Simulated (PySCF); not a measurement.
Yb(NO2)3 at several levels of theory

Computed with PySCF 2.14.0 (density fitting, no spin-orbit coupling) at the geometry relaxed with r2SCAN:

```xyz
10
Yb(NO2)3 (singlet in the valence; each metal's 4f electrons, 13 of them, lie in its core potential, out of spins and levels)
Yb    0.0000    0.0000    0.0000
O     2.0352   -0.1527    1.0387
O     2.0352    0.1526   -1.0387
N     2.7441    0.0000    0.0000
O    -0.8854    1.8389    1.0387
O    -1.1498    1.6862   -1.0387
N    -1.3720    2.3765    0.0000
O    -1.1498   -1.6862    1.0387
O    -0.8854   -1.8389   -1.0387
N    -1.3721   -2.3765    0.0000
```

| level | basis | state | HOMO (eV) | gap (eV) | charge on Yb1 (e) | population of f-type functions on Yb1 (polarisation alone where 4f lies in the core) | dipole about the centre of mass (D) | largest force component (eV/Å) |
| --- | --- | --- | --- | --- | --- | --- | --- | --- |
| r2SCAN | Yb lcecp-1-SVP with ECP59, O def2-SVP, N def2-SVP | singlet | -7.58 | 3.13 | 1.24 | 0.04 | 0.00 | 0.09 |
| HF | the same | singlet | -13.46 | 14.34 | 1.76 | 0.04 | 0.00 | 2.97 |
| PBE0 | the same | singlet | -8.94 | 5.48 | 1.26 | 0.05 | 0.00 | 0.84 |
| revPBE | the same | singlet | -7.08 | 2.74 | 1.06 | 0.05 | 0.00 | 0.97 |
| r2SCAN | Yb lcecp-1-TZVP with ECP59, O def2-TZVP, N def2-TZVP | singlet | -7.52 | 3.22 | 1.54 | 0.06 | 0.00 | 0.32 |

In the lcecp rows the 4f levels are missing from HOMO and gap, and the state counts the valence alone.

Charges are Mulliken's, which hang on the basis. The relaxation used the grid (50, 194), these runs (75, 302) or, all-electron (x2c bases, spin-free X2C Hamiltonian), (99, 590).

Problem. What does PBE with Yb lcecp-1-SVP with ECP59, O def2-SVP, N def2-SVP give here?

Solution. state singlet, HOMO (eV) -7.14, gap (eV) 2.69, charge on Yb1 (e) 1.01, population of f-type functions on Yb1 (polarisation alone where 4f lies in the core) 0.05, dipole about the centre of mass (D) 0.00, largest force component (eV/Å) 0.70. Time: 8.6 s on 4 threads of Arm Neoverse V1, with other jobs on the host, from an already converged density.

In the first row's basis the gap widens with exact exchange: 2.7 to 3.1 eV for PBE, revPBE, r2SCAN (none); 5.5 eV for PBE0 (a fixed share); 14.3 eV for Hartree–Fock (rising or full at long range).

No frequency check is given that shows the relaxed geometry to be a minimum. An lcecp potential fixes the number of 4f electrons, so in runs with it no electron can move into or out of that shell.
